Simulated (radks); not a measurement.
Excited configurations of the argon ion Ar+: one electron is placed in a higher orbital outside [Ne] 3s2 3p4. The ground configuration is [Ne] 3s2 3p5. Method: scalar-relativistic Kohn-Sham, PBEsol, spin-polarised, spherical densities, point nucleus; open shells are filled with parallel spins first; computed with a radial shooting solver on a logarithmic mesh with Libxc functionals. Excitation = E - E(ground); binding = E(ion) - E, where the ion is the core of charge +2; n* = 2/sqrt(2 binding) in atomic units, and the quantum defect is n - n*.

[
 {"outer orbital": "4s", "excitation (eV)": "16.609", "binding (eV)": "11.044", "n*": "2.220", "quantum defect": "1.780", "eigenvalue (eV)": "-8.651", "<r> (bohr)": "3.860"},
 {"outer orbital": "4d", "excitation (eV)": "22.498", "binding (eV)": "5.154", "n*": "3.249", "quantum defect": "0.751", "eigenvalue (eV)": "-3.874", "<r> (bohr)": "6.759"},
 {"outer orbital": "5d", "excitation (eV)": "24.512", "binding (eV)": "3.140", "n*": "4.163", "quantum defect": "0.837", "eigenvalue (eV)": "-2.457", "<r> (bohr)": "12.17"},
 {"outer orbital": "6p", "excitation (eV)": "24.836", "binding (eV)": "2.816", "n*": "4.396", "quantum defect": "1.604", "eigenvalue (eV)": "-2.270", "<r> (bohr)": "14.80"},
 {"outer orbital": "6f", "excitation (eV)": "25.940", "binding (eV)": "1.712", "n*": "5.638", "quantum defect": "0.362", "eigenvalue (eV)": "-1.354", "<r> (bohr)": "22.21"},
 {"outer orbital": "7p", "excitation (eV)": "25.721", "binding (eV)": "1.931", "n*": "5.308", "quantum defect": "1.692", "eigenvalue (eV)": "-1.579", "<r> (bohr)": "21.91"},
 {"outer orbital": "7d", "excitation (eV)": "26.116", "binding (eV)": "1.536", "n*": "5.953", "quantum defect": "1.047", "eigenvalue (eV)": "-1.250", "<r> (bohr)": "26.86"}
]

The Delta-SCF ionisation energy is 27.652 eV (NIST Atomic Spectra Database: 27.630 eV, measured). Self-interaction in the functional shifts the binding energies and quantum defects, so they are the method's values and not measured ones. Open shells are spherical and high-spin; term and fine-structure splittings are not resolved.
